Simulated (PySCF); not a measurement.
C₄H₅Si (SMILES [C]1=CC=C[SiH2]1), doublet, at a GFN2-xTB geometry, with bond 6-2 at 2.4 times its length; PySCF with CASSCF(5,6)/STO-3G.

Here is a job for PySCF.
```python
from pyscf import gto, scf, mcscf
import numpy

mol = gto.Mole()
mol.atom = '''
    C     0.450157   -1.249503   -0.253177
    C    -0.851159   -1.190090   -0.474346
    C    -1.451863    0.129664   -0.229754
    C    -0.615959    1.090336    0.180268
    Si    1.145825    0.400134    0.316118
    H    -2.351557   -3.146221   -1.272489
    H    -2.514400    0.262416   -0.387741
    H    -0.955335    2.092226    0.387204
    H     2.071071    0.995727   -0.643483
    H     1.646384    0.370453    1.687323
'''
mol.basis = 'sto-3g'
mol.charge = 0
mol.spin = 1
mol.verbose = 4
mol.build()

mf = scf.ROHF(mol)
mf.kernel()
mc = mcscf.CASSCF(mf, 6, 5)
mc.fix_spin_(ss=0.75)
mc.kernel()
occ = numpy.linalg.eigvalsh(mc.fcisolver.make_rdm1(mc.ci, mc.ncas, mc.nelecas))[::-1]
ss = mc.fcisolver.spin_square(mc.ci, mc.ncas, mc.nelecas)[0]
print('natural occupations', occ.round(4), ' <S^2>', round(ss, 4))
```

Output, abridged:

```
PySCF version 2.14.0

[INPUT] verbose = 4
[INPUT] num. atoms = 10
[INPUT] num. electrons = 43
[INPUT] charge = 0
[INPUT] spin (= nelec alpha-beta = 2S) = 1
[INPUT] symmetry False subgroup None
[INPUT] Mole.unit = angstrom
[INPUT] Symbol           X                Y                Z      unit          X                Y                Z       unit  Magmom
[INPUT]  1 C      0.450157000000  -1.249503000000  -0.253177000000 AA    0.850673443056  -2.361218461822  -0.478435191039 Bohr   0.0
[INPUT]  2 C     -0.851159000000  -1.190090000000  -0.474346000000 AA   -1.608457398459  -2.248944163584  -0.896384028283 Bohr   0.0
[INPUT]  3 C     -1.451863000000   0.129664000000  -0.229754000000 AA   -2.743623440389   0.245029448216  -0.434172136023 Bohr   0.0
[INPUT]  4 C     -0.615959000000   1.090336000000   0.180268000000 AA   -1.163993813961   2.060436423754   0.340657149023 Bohr   0.0
[INPUT]  5 Si     1.145825000000   0.400134000000   0.316118000000 AA    2.165295436680   0.756143673127   0.597376443045 Bohr   0.0
[INPUT]  6 H     -2.351557000000  -3.146221000000  -1.272489000000 AA   -4.443798696304  -5.945496017355  -2.404655706522 Bohr   0.0
[INPUT]  7 H     -2.514400000000   0.262416000000  -0.387741000000 AA   -4.751527367606   0.495894370704  -0.732724297265 Bohr   0.0
[INPUT]  8 H     -0.955335000000   2.092226000000   0.387204000000 AA   -1.805321507211   3.953734130694   0.731709514336 Bohr   0.0
[INPUT]  9 H      2.071071000000   0.995727000000  -0.643483000000 AA    3.913756974529   1.881651324835  -1.216006635813 Bohr   0.0
[INPUT] 10 H      1.646384000000   0.370453000000   1.687323000000 AA    3.111214855866   0.700054712024   3.188578353679 Bohr   0.0

nuclear repulsion = 187.813465981169
number of shells = 22
number of NR pGTOs = 102
number of NR cGTOs = 34
basis = sto-3g
ecp = {}

******** <class 'pyscf.scf.rohf.ROHF'> ********
method = ROHF
initial guess = minao
damping factor = 0
level_shift factor = 0
DIIS = <class 'pyscf.scf.diis.CDIIS'>
diis_start_cycle = 1
diis_space = 8
diis_damp = 0
SCF conv_tol = 1e-09
SCF conv_tol_grad = None
SCF max_cycles = 50
direct_scf = True
direct_scf_tol = 1e-13
num. doubly occ = 21  num. singly occ = 1
Set gradient conv threshold to 3.16228e-05
init E= -438.488174263845
  HOMO = -0.113130543346051  LUMO = -0.0192002631303479  gap/eV = 2.55597
cycle= 1 E= -437.641915376238  delta_E= 0.846  |g|= 0.288  |ddm|= 2.95
  HOMO = -0.00705528040938952  LUMO = 0.169630394780437  gap/eV = 4.80786
cycle= 2 E= -437.747252943975  delta_E= -0.105  |g|= 0.127  |ddm|= 0.742
  HOMO = -0.045827668946463  LUMO = 0.181946193029565  gap/eV = 6.19804
cycle= 3 E= -437.756316900215  delta_E= -0.00906  |g|= 0.086  |ddm|= 0.342
  HOMO = -0.0622865870916414  LUMO = 0.177863394199308  gap/eV = 6.53481
cycle= 4 E= -437.759992425901  delta_E= -0.00368  |g|= 0.0273  |ddm|= 0.123
  HOMO = -0.0590861967389082  LUMO = 0.173112056272587  gap/eV = 6.31844
cycle= 5 E= -437.760253129583  delta_E= -0.000261  |g|= 0.00838  |ddm|= 0.0394
  HOMO = -0.0574341904965772  LUMO = 0.172797714798885  gap/eV = 6.26493
cycle= 6 E= -437.760331485615  delta_E= -7.84e-05  |g|= 0.00481  |ddm|= 0.0259
  HOMO = -0.0564511970036494  LUMO = 0.173037261057231  gap/eV = 6.24470
cycle= 7 E= -437.760364248993  delta_E= -3.28e-05  |g|= 0.00366  |ddm|= 0.016
  HOMO = -0.0563113895101963  LUMO = 0.173326050868058  gap/eV = 6.24875
cycle= 8 E= -437.760390697427  delta_E= -2.64e-05  |g|= 0.00271  |ddm|= 0.0111
  HOMO = -0.0560381220860422  LUMO = 0.173600719017121  gap/eV = 6.24879
cycle= 9 E= -437.76041779039  delta_E= -2.71e-05  |g|= 0.00177  |ddm|= 0.017
  HOMO = -0.0552674223308549  LUMO = 0.173440101050759  gap/eV = 6.22345
cycle= 10 E= -437.760429831832  delta_E= -1.2e-05  |g|= 0.000608  |ddm|= 0.0149
  HOMO = -0.0552210043792074  LUMO = 0.173508144260308  gap/eV = 6.22404
cycle= 11 E= -437.760430936301  delta_E= -1.1e-06  |g|= 0.000217  |ddm|= 0.00449
  HOMO = -0.0551584562102272  LUMO = 0.17351149480736  gap/eV = 6.22243
cycle= 12 E= -437.760431019832  delta_E= -8.35e-08  |g|= 0.00011  |ddm|= 0.000877
  HOMO = -0.0551437218595487  LUMO = 0.173517539293395  gap/eV = 6.22219
cycle= 13 E= -437.760431033576  delta_E= -1.37e-08  |g|= 6.43e-05  |ddm|= 0.00051
  HOMO = -0.0551506106134305  LUMO = 0.173513043349397  gap/eV = 6.22225
cycle= 14 E= -437.760431037609  delta_E= -4.03e-09  |g|= 2.87e-05  |ddm|= 0.00022
  HOMO = -0.0551473272807044  LUMO = 0.173510809887253  gap/eV = 6.22210
cycle= 15 E= -437.760431038267  delta_E= -6.58e-10  |g|= 1.04e-05  |ddm|= 0.000104
  HOMO = -0.0551470497374527  LUMO = 0.173511700505563  gap/eV = 6.22212
Extra cycle  E= -437.760431038292  delta_E= -2.52e-11  |g|= 1.05e-05  |ddm|= 2.88e-05
converged SCF energy = -437.760431038292

******** <class 'pyscf.mcscf.mc1step.CASSCF'> ********
CAS (3e+2e, 6o), ncore = 19, nvir = 9
max_cycle_macro = 50
max_cycle_micro = 4
conv_tol = 1e-07
conv_tol_grad = None
orbital rotation max_stepsize = 0.02
orbital rotation threshold for CI restart = 0.01
augmented hessian ah_max_cycle = 30
augmented hessian ah_conv_tol = 1e-12
augmented hessian ah_linear dependence = 1e-14
augmented hessian ah_level shift = 1e-08
augmented hessian ah_start_tol = 2.5
augmented hessian ah_start_cycle = 3
augmented hessian ah_grad_trust_region = 3
kf_trust_region = 3
kf_interval = 4
ci_response_space = 4
ci_grad_trust_region = 3
with_dep4 0
natorb = False
canonicalization = True
sorting_mo_energy = False
ao2mo_level = 2
internal_rotation = False
******** <class 'pyscf.fci.addons.SpinPenaltyFCISolver'> ********
max. cycles = 50
conv_tol = 1e-08
davidson only = True
linear dependence = 1e-12
level shift = 0.001
max iter space = 12
nroots = 1
pspace_size = 400
spin = None
CASCI E = -437.831141739631  S^2 = 0.7500000
Set conv_tol_grad to 0.000316228
macro iter   1 ( 21 JK    4 micro), CASSCF E = -437.862783368635  dE = -3.16416290e-02  S^2 = 0.7500000
               |grad[o]|=0.0987  |grad[c]|=0.0214  |ddm|=0.0324  |maxRot[o]|=0.314
macro iter   2 ( 21 JK    4 micro), CASSCF E = -437.895147805046  dE = -3.23644364e-02  S^2 = 0.7500000
               |grad[o]|=0.084  |grad[c]|=0.0303  |ddm|=0.0334  |maxRot[o]|=0.314
macro iter   3 ( 21 JK    4 micro), CASSCF E = -437.904004530523  dE = -8.85672548e-03  S^2 = 0.7500000
               |grad[o]|=0.051  |grad[c]|=0.0117  |ddm|=0.0154  |maxRot[o]|=0.236
macro iter   4 ( 21 JK    4 micro), CASSCF E = -437.905026229576  dE = -1.02169905e-03  S^2 = 0.7500000
               |grad[o]|=0.0103  |grad[c]|=0.0045  |ddm|=0.00221  |maxRot[o]|=0.311
macro iter   5 ( 21 JK    4 micro), CASSCF E = -437.905912865253  dE = -8.86635677e-04  S^2 = 0.7500000
               |grad[o]|=0.00632  |grad[c]|=0.00253  |ddm|=0.00209  |maxRot[o]|=0.309
macro iter   6 ( 16 JK    4 micro), CASSCF E = -437.906107680921  dE = -1.94815668e-04  S^2 = 0.7500000
               |grad[o]|=0.00294  |grad[c]|=0.000566  |ddm|=0.00143  |maxRot[o]|=0.202
macro iter   7 (  3 JK    1 micro), CASSCF E = -437.906107731142  dE = -5.02210469e-08  S^2 = 0.7500000
               |grad[o]|=8.79e-05  |grad[c]|=3.83e-05  |ddm|=2.11e-05  |maxRot[o]|=0.00362
1-step CASSCF converged in   7 macro (124 JK  25 micro) steps
CASSCF canonicalization
Density matrix diagonal elements [1.68580981 1.85838779 0.9985412  0.31592993 0.13850445 0.00282683]
CASSCF energy = -437.906107731142
CASCI E = -437.906107731142  E(CI) = -5.13840746782023  S^2 = 0.7500000
natural occupations [1.8602e+00 1.6890e+00 9.9940e-01 3.1290e-01 1.3670e-01 1.8000e-03]  <S^2> 0.75
```
